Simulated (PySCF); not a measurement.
C2H7FO2Si, SMILES [C@H](O)([Si@H](F)O)C.

The structure is a stationary point at PBE0-D3(BJ)/def2-SVP. The structure was generated by enumeration; whether it is a known compound was not checked. Other conformers were not sampled.

These are PBE0-D3(BJ)/def2-SVP (PySCF) values and carry that method's errors.

Frequencies are harmonic and unscaled.

Computed harmonic wavenumbers and intensities:
| mode | ν (cm⁻¹) | IR (km/mol) | Raman (Å⁴/amu) | depolarisation | moving atoms (share of kinetic energy) |
|---|---|---|---|---|---|
| 1 | 61 | 2.9 | 0.2 | 0.74 | O 42 %, F 20 %, C 18 %, H 16 % |
| 2 | 114 | 0.8 | 0.3 | 0.71 | O 42 %, F 27 %, H 14 %, C 13 % |
| 3 | 196 | 11.7 | 0.4 | 0.60 | H 43 %, Si 22 %, C 17 %, O 11 % |
| 4 | 228 | 55.4 | 2.2 | 0.67 | H 51 %, F 25 %, C 13 %, O 11 % |
| 5 | 255 | 11.5 | 0.2 | 0.73 | H 74 %, O 16 % |
| 6 | 277 | 46.8 | 1.0 | 0.51 | H 52 %, O 27 %, C 11 % |
| 7 | 331 | 23.3 | 0.7 | 0.69 | O 33 %, H 23 %, C 20 %, F 13 %, Si 12 % |
| 8 | 355 | 50.3 | 1.1 | 0.54 | O 40 %, Si 22 %, F 19 %, H 15 % |
| 9 | 409 | 103.9 | 3.2 | 0.75 | H 86 % |
| 10 | 458 | 8.0 | 1.8 | 0.43 | C 39 %, H 27 %, O 24 % |
| 11 | 678 | 76.4 | 7.8 | 0.05 | H 44 %, C 31 %, Si 20 % |
| 12 | 748 | 136.3 | 9.9 | 0.58 | H 78 %, C 13 % |
| 13 | 816 | 61.3 | 4.7 | 0.41 | H 38 %, F 31 %, O 18 %, Si 13 % |
| 14 | 851 | 10.9 | 9.1 | 0.62 | H 73 %, O 21 % |
| 15 | 884 | 200.9 | 2.6 | 0.64 | H 38 %, Si 30 %, F 18 % |
| 16 | 933 | 42.5 | 3.4 | 0.67 | H 54 %, C 25 %, O 16 % |
| 17 | 969 | 187.4 | 1.6 | 0.64 | Si 45 %, O 27 %, H 22 % |
| 18 | 1006 | 20.1 | 2.6 | 0.74 | H 76 %, C 18 % |
| 19 | 1079 | 41.0 | 2.9 | 0.41 | C 50 %, H 47 % |
| 20 | 1145 | 38.0 | 3.9 | 0.75 | C 49 %, H 29 %, O 22 % |
| 21 | 1265 | 36.4 | 5.2 | 0.64 | H 78 %, C 19 % |
| 22 | 1306 | 36.3 | 6.7 | 0.40 | H 69 %, C 27 % |
| 23 | 1361 | 15.3 | 3.3 | 0.75 | H 80 %, C 17 % |
| 24 | 1405 | 7.6 | 2.4 | 0.75 | H 65 %, C 33 % |
| 25 | 1452 | 8.1 | 13.2 | 0.75 | H 95 % |
| 26 | 1479 | 3.6 | 14.9 | 0.75 | H 96 % |
| 27 | 2265 | 131.6 | 111.6 | 0.17 | H 97 % |
| 28 | 2990 | 33.1 | 120.3 | 0.31 | H 92 % |
| 29 | 3054 | 14.7 | 134.8 | 0.01 | H 97 % |
| 30 | 3149 | 12.5 | 78.8 | 0.69 | H 90 %, C 10 % |
| 31 | 3162 | 10.0 | 61.4 | 0.75 | H 90 %, C 10 % |
| 32 | 3862 | 52.1 | 70.8 | 0.24 | H 94 % |
| 33 | 3939 | 122.6 | 134.3 | 0.29 | H 94 % |
